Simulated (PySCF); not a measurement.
C4H12NSi, SMILES CN(C)[Si](C)C (connectivity only; charge and spin as stated), charge +1, multiplicity 1.

Geometry optimised at B3LYP-D3(BJ)/def2-SVP. The multiplicity is an assumed one; other spin states were not compared. The isomer is the one that the SMILES or the coordinates give; other isomers of the formula were not compared. Other conformers were not sampled.

Calculation: HF/def2-TZVP in PySCF.

Symmetry labels are those of the subgroup C2 that the program uses (full group C2).

Computed valence orbital energies around the gap with their symmetry:
| orbital | symmetry | energy (eV) |
|---|---|---|
| HOMO−7 | A | -19.99 |
| HOMO−6 | A | -19.89 |
| HOMO−5 | B | -19.85 |
| HOMO−4 | A | -19.17 |
| HOMO−3 | B | -18.64 |
| HOMO−2 | A | -18.30 |
| HOMO−1 | B | -17.58 |
| HOMO | B | -15.21 |
| LUMO | B | -2.82 |
| LUMO+1 | A | -1.43 |
| LUMO+2 | B | 0.14 |
| LUMO+3 | A | 0.24 |
